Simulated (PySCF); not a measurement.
Species: 1,1,1-trifluorohexane, C6H11F3.
Numbering: `[CH3:1][CH2:2][CH2:3][CH2:4][CH2:5][C:6]([F:7])([F:8])[F:9]` (hydrogens: H10, H11, H12 on C1; H13, H14 on C2; H15, H16 on C3; H17, H18 on C4; H19, H20 on C5)

The same species was optimised twice, with GFN2-xTB and with PBE0-D3(BJ)/def2-SVP (PySCF), and the same property calculations (PySCF, gas phase) were run on both structures.

```
     coordinate  GFN2-xTB  PBE0-D3(BJ)/def2-SVP  change
      C4–C5 (Å)     1.529                 1.520  -0.009
      C5–C6 (Å)     1.513                 1.505  -0.008
      C6–F9 (Å)     1.345                 1.338  -0.007
      C3–C4 (Å)     1.526                 1.521  -0.005
      C2–C3 (Å)     1.527                 1.522  -0.005
      C1–C2 (Å)     1.524                 1.520  -0.004
      C6–F8 (Å)     1.342                 1.339  -0.003
      C6–F7 (Å)     1.342                 1.340  -0.002
   C4–C5–C6 (°)     111.4                 113.5    +2.1
   C1–C2–C3 (°)     111.7                 113.4    +1.7
   C3–C4–C5 (°)     111.3                 112.9    +1.6
   C2–C3–C4 (°)     111.8                 113.3    +1.5
   F7–C6–F9 (°)     106.3                 107.3    +1.0
   F8–C6–F9 (°)     106.3                 107.3    +1.0
   C5–C6–F8 (°)     112.7                 111.8    -0.9
   C5–C6–F7 (°)     112.7                 111.8    -0.9
C1–C2–C3–C4 (°)       180                   179      -1
C2–C3–C4–C5 (°)       180                   180       0
C3–C4–C5–C6 (°)       180                   178      -2
C4–C5–C6–F7 (°)       -60                   -61      -1
```

Rotational constants: A = 4412, B = 547.2, C = 540.7 MHz (GFN2-xTB) against A = 4410, B = 543.7, C = 537.5 MHz (PBE0-D3(BJ)/def2-SVP). Atoms that the bonding makes alike are paired by their places after alignment.

On the GFN2-xTB structure: HOMO (eV) -9.31 [PBE0/pcSseg-1]; LUMO (eV) 1.29 [PBE0/pcSseg-1]; dipole (D) 2.60 [PBE0/pcSseg-1]; GIAO shielding of C1 (ppm) 169.8 [PBE0/pcSseg-1]; GIAO shielding of C2 (ppm) 158.5 [PBE0/pcSseg-1]; GIAO shielding of C3 (ppm) 150.0 [PBE0/pcSseg-1]; GIAO shielding of C4 (ppm) 158.9 [PBE0/pcSseg-1]; GIAO shielding of C5 (ppm) 146.9 [PBE0/pcSseg-1]; GIAO shielding of C6 (ppm) 50.8 [PBE0/pcSseg-1]; GIAO shielding of F7/F8/F9 (mean) (ppm) 257.6 [PBE0/pcSseg-1].

What do these properties become on the PBE0-D3(BJ)/def2-SVP structure?

```tsv
property	level	on GFN2-xTB	on PBE0-D3(BJ)/def2-SVP	change
HOMO (eV)	PBE0/pcSseg-1	-9.31	-9.30	+0.01
LUMO (eV)	PBE0/pcSseg-1	1.29	1.31	+0.02
dipole (D)	PBE0/pcSseg-1	2.60	2.46	-0.14
energy, GFN2-xTB geometry as zero (kcal/mol)	PBE0/pcSseg-1	0.0	-0.6	-0.6
GIAO shielding of C1 (ppm)	PBE0/pcSseg-1	169.8	167.9	-1.9
GIAO shielding of C2 (ppm)	PBE0/pcSseg-1	158.5	157.5	-1.0
GIAO shielding of C3 (ppm)	PBE0/pcSseg-1	150.0	149.4	-0.6
GIAO shielding of C4 (ppm)	PBE0/pcSseg-1	158.9	158.9	0.0
GIAO shielding of C5 (ppm)	PBE0/pcSseg-1	146.9	146.6	-0.3
GIAO shielding of C6 (ppm)	PBE0/pcSseg-1	50.8	52.4	+1.6
GIAO shielding of F7/F8/F9 (mean) (ppm)	PBE0/pcSseg-1	257.6	261.4	+3.8
```

The heavy atoms differ by 0.026 Å rms after alignment (one structure mirrored). Among bonds between heavy atoms C4–C5 and C5–C6 change most and about equally (-0.009 to -0.008 Å). Changes are differences of the printed values. Neither structure is proved a minimum here.

Conformer computed: `[CH3:1][CH2:2][CH2:3][CH2:4][CH2:5][C:6]([F:7])([F:8])[F:9]`: C1–C2–C3–C4 179°, C2–C3–C4–C5 180°, C3–C4–C5–C6 178°, C4–C5–C6–F7 -61°.
